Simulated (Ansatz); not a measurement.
Calculated with Ansatz (gas phase, PBE0-D4/def2-TZVP geometries, no zero-point term in ΔE). CCSD(T)/CBS is the MP2 limit (def2-TZVPP, def2-QZVPP) plus CCSD(T) − MP2 in def2-TZVPP, frozen cores. Functionals use def2-TZVPP. B3LYP here is the variant with VWN-RPA as its local correlation; programs differ in this. HSE06 is defined as in plane-wave codes. For Se outer-core shells are correlated without core-valence functions, which leaves a few kJ/mol of doubt a bond. Scalar relativity is left out up to krypton. One conformer a species, not always the lowest.

Consider the ligand exchange at the Si–O bond: `F[SiH2]O[SiH](F)F` + `OC[SeH]` → `F[SiH2]OC[SeH]` + `O[SiH](F)F`.

`F[SiH2]O[SiH](F)F`:

```xyz
9

F     1.933    0.904   -1.360
Si    1.001    1.230   -0.113
O     0.212   -0.129    0.307
Si   -0.943   -1.237    0.187
F    -1.945   -0.844   -0.970
F    -1.769   -1.257    1.532
H     1.865    1.632    1.012
H     0.039    2.270   -0.527
H    -0.392   -2.569   -0.067
```

`OC[SeH]`:

Cartesian coordinates in Å:
```
O -0.239 -0.631 1.251
C 0.264 -0.476 -0.034
Se 0.751 1.371 -0.524
H -1.014 -0.071 1.352
H -0.415 -0.834 -0.812
H 1.194 -1.041 -0.086
H -0.542 1.681 -1.148
```

`F[SiH2]OC[SeH]`:

Z-matrix (Å, degrees):
```
Si
O 1 1.635
F 1 1.596 2 109.6
H 1 1.476 2 104.9 3 -116.8
H 1 1.476 2 113.1 3 119.8
C 2 1.392 1 128.1 3 -48.5
Se 6 1.963 2 115.7 1 -45.7
H 6 1.088 2 108.4 1 -167.2
H 6 1.093 2 111.3 1 72.5
H 7 1.469 6 94.6 2 -70.1
```

`O[SiH](F)F`:

Z-matrix (Å, degrees):
```
Si
F 1 1.584
F 1 1.584 2 105.5
O 1 1.614 2 111.2 3 -120.7
H 1 1.463 2 110.2 3 118.9
H 4 0.958 1 120.9 2 58.5
```

```csv
level,ΔE (kJ/mol),difference from CCSD(T)/CBS
LDA (SPW92),9.4,-6.7
PBE-D4,13.1,-3.0
revPBE-D4,12.3,-3.8
BLYP-D4,14.4,-1.7
r2SCAN-D4,16.0,-0.1
B97M-V,17.2,1.1
PBE0-D4,15.5,-0.6
B3LYP-D4,16.3,0.2
r2SCANh-D4,16.5,0.4
r2SCAN0-D4,17.2,1.1
HSE06-D4,15.6,-0.5
CAM-B3LYP-D4,16.8,0.7
ωB97X-V,15.0,-1.1
ωB97M-V,14.5,-1.6
B2PLYP,17.9,1.8
PBE-QIDH,16.5,0.4
PBE,15.4,-0.7
revPBE,18.4,2.3
r2SCAN,16.5,0.4
PBE0,17.5,1.4
B3LYP,20.2,4.1
r2SCANh,17.0,0.9
r2SCAN0,17.8,1.7
HSE06,17.5,1.4
BHLYP,22.0,5.9
LC-ωPBE,15.9,-0.2
RPA@PBE/def2-TZVPP,16.4,0.3
HF/def2-SVP,25.4,9.3
MP2/def2-SVP,12.3,-3.8
CCSD/def2-SVP,15.8,-0.3
CCSD(T)/def2-SVP,14.1,-2.0
HF/def2-TZVPP,27.6,11.5
SCS-MP2/def2-TZVPP,16.4,0.3
CCSD/def2-TZVPP,18.0,1.9
CCSD(T)/def2-TZVPP,16.1,0.0
HF/def2-QZVPP,29.4,13.3
MP2/def2-QZVPP,14.5,-1.6
SCS-MP2/def2-QZVPP,17.2,1.1
HF/CBS(def2),29.6,13.5
CCSD/CBS(def2),18.1,2.0
CCSD(T)/CBS,16.1,0
```

Largest T1 diagnostic among the species: 0.012.

The D4 term adds −3.9 kJ/mol with B3LYP and −2.0 kJ/mol with PBE0; it sums over pairs of atoms, weighted by their polarisabilities, and B3LYP, whose exchange is more repulsive, gets the larger term. In def2-TZVPP, CCSD(T) changes the Hartree–Fock value by −11.5 kJ/mol (the triples alone add −2.0 kJ/mol) and MP2 by −13.7 kJ/mol.

CCSD(T)/CBS has its own doubt, a few kJ/mol and more with outer-core shells, so smaller differences from it don't rank the levels.
